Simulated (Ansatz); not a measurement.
H₉NSi₃, charge +1, doublet, at a GFN2-xTB geometry (a state made from the parent by changing its charge; the spin is typed, not shown lowest). Base run: CCSD(T)/6-31G* in Ansatz (a quantum-chemistry and plane-wave program).

The Ansatz input:
Ansatz 0.2 input:
```yaml
crystal:
  periodic: [false, false, false]
  atoms:
    - {symbol: Si, position_ang: [0.27110912, 1.68440832, 0.47136613]}
    - {symbol: N, position_ang: [-0.00944047, -0.00368159, -0.00591325]}
    - {symbol: Si, position_ang: [-1.64180238, -0.53915315, -0.45935453]}
    - {symbol: Si, position_ang: [1.34223354, -1.15653572, -0.03014888]}
    - {symbol: H, position_ang: [-1.01450413, 2.36433936, 0.41121065]}
    - {symbol: H, position_ang: [0.85738604, 1.56453262, 1.81003307]}
    - {symbol: H, position_ang: [1.26892506, 2.14419502, -0.50048565]}
    - {symbol: H, position_ang: [-1.99110681, 0.35218201, -1.57048559]}
    - {symbol: H, position_ang: [-1.54843332, -1.95154456, -0.79918500]}
    - {symbol: H, position_ang: [-2.43916738, -0.23163465, 0.73250835]}
    - {symbol: H, position_ang: [0.90430539, -2.20346445, 0.89924723]}
    - {symbol: H, position_ang: [1.34352183, -1.64697891, -1.41209643]}
    - {symbol: H, position_ang: [2.53413955, -0.42529458, 0.37402480]}
basis:
  gaussian:
    orbitals: 6-31G*
total_charge: 1
magnetization: {spin_polarized: true, initial_magnetization: 1}
correlation: {method: ccsd_t}
```

Each row names what was changed in the base input (with any setting that the change needs).

```csv
change,ΔE vs base (mEh),MP2 correlation (Eh),CC correlation without the perturbative part (Eh),basis functions,core-seconds (rough)
base,0.000,-0.36119,-0.43233,90,9
method = mp2,82.769,-0.36119,-,90,0.8
method = bccd,[?],-0.36119,-0.43124,90,8
electrons = all,[?],[?],[?],90,60
method = bccd_t,-0.245,-0.36119,-0.43124,90,10
reference functional = pbe0,[?],-,[?],90,9
diis_vectors = 4,0.000,-0.36119,-0.43233,90,10
"fitting = cc-pVTZ-JKFIT (mean field), cc-pVTZ-RIFIT (correlation)",0.146,-0.36111,-0.43228,90,8
electrons = outside_noble_gas,0.000,-0.36119,-0.43233,90,9
diis_vectors = 2,0.000,-0.36119,-0.43233,90,9
```

Task: Some entries are withheld; supply them.

Result: 
- method = bccd, ΔE vs base (mEh): 12.716
- electrons = all, ΔE vs base (mEh): -36.914
- electrons = all, MP2 correlation (Eh): -0.39811
- electrons = all, CC correlation without the perturbative part (Eh): -0.46834
- reference functional = pbe0, ΔE vs base (mEh): 5.087
- reference functional = pbe0, CC correlation without the perturbative part (Eh): -0.46389
